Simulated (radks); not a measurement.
Q: Radial electron density D(r) = 4 pi r^2 rho(r) of an atom or ion with 13 electrons. Calculated with a radial shooting solver on a logarithmic mesh with Libxc functionals: scalar-relativistic Kohn-Sham, r2SCAN, spin-unpolarised, spherical densities, finite nucleus; meta-GGA in the generalised Kohn-Sham scheme; Fermi nuclear charge, rms radius of each element as measured or else 0.836 A^(1/3) + 0.57 fm.

r (bohr),D(r) (e/bohr)
0.002645,0.3859
0.003417,0.6222
0.004378,0.9804
0.005656,1.551
0.007247,2.386
0.009362,3.656
0.01209,5.473
0.0155,7.862
0.02002,11.00
0.02586,14.66
0.03314,18.23
0.0428,21.14
0.05485,22.26
0.07085,21.12
0.09153,18.24
0.1173,15.76
0.1515,15.90
0.1957,19.12
0.2508,22.27
0.324,21.31
0.4151,15.42
0.5363,8.126
0.6927,4.200
0.8877,3.640
1.147,3.195
1.469,1.748
1.898,0.4833
2.452,0.05929
3.142,0.003066

What is the nuclear charge?

A: Z = 19. The innermost maximum, from 1s, lies near gamma/Z bohr with gamma = sqrt(1 - (Z/c)^2) = 0.990, here 0.0521 bohr (found: 0.0553), and its height grows with Z. The density is that of the potassium ion K6+ in [Ne] 3s2 3p1; the configuration itself is not fixed sharply by these data, and Z only to about a unit. D(r) has 2 maxima, at r = 0.0553, 0.274 bohr, and minima at 0.132 bohr, inside which lie 2.16 electrons.
